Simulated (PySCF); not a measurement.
F₃GeHO. Atoms are numbered in the order given.

```xyz
6

O      0.1827    -1.7299     0.0000
Ge     0.0094    -0.0091     0.0000
F     -0.8422     0.5646    -1.3662
F      1.5615     0.6861     0.0000
F     -0.8422     0.5646     1.3662
H     -0.6564    -2.2065     0.0000
```
Charge 0, spin multiplicity 1.

Geometry optimised at PBE0-D3(BJ)/def2-SVP. This is a generated structure with no PubChem entry under its InChIKey; it may be hypothetical. The values are those of a single conformer.

Method: PBE0-D3(BJ)/def2-SVP run with PySCF.

Frequencies are harmonic and unscaled.

| mode | ν (cm⁻¹) | IR (km/mol) | moving atoms (share of kinetic energy) |
|---|---|---|---|
| 1 | 69 | 96.8 | H 82 %, F 18 % |
| 2 | 206 | 1.1 | F 74 %, O 23 % |
| 3 | 223 | 18.1 | F 64 %, O 22 %, H 14 % |
| 4 | 258 | 38.5 | F 50 %, Ge 24 %, O 20 % |
| 5 | 270 | 57.5 | F 44 %, O 32 %, Ge 24 % |
| 6 | 273 | 49.4 | F 69 %, Ge 25 % |
| 7 | 719 | 0.5 | F 76 %, O 23 % |
| 8 | 783 | 97.2 | F 74 %, Ge 26 % |
| 9 | 796 | 77.1 | F 73 %, Ge 23 % |
| 10 | 805 | 152.5 | O 58 %, Ge 24 %, F 16 % |
| 11 | 901 | 73.6 | H 87 % |
| 12 | 3895 | 141.8 | H 94 % |
